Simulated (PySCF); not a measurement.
Members of the series X–O+ and X–S+; each row names its spin state. Isolated molecules, 0 K electronic values unless said otherwise. Strings in code marks are SMILES.

Computed with PBE-D3(BJ)/def2-TZVP // B3LYP-D3(BJ)/def2-TZVP run with PySCF. 

| species | highest occupied spin orbital (eV) |
|---|---|
| O, X = cyano, multiplicity 3 (`N#C[O+]` (lower triplet)) | -18.32 |
| S, X = hydroxy, multiplicity 3 (`O[S+]` (lower triplet)) | -14.41 |
| S, X = amino, multiplicity 3 (`N[S+]` (excited triplet)) | … |
| S, X = mercapto, multiplicity 3 (`S[S+]` (triplet; the order of the spin states depends on the level)) | -13.20 |

Question: Fill in the missing entries.

Answer: 
- S, X = amino, multiplicity 3 (`N[S+]` (excited triplet)), highest occupied spin orbital (eV): -12.91
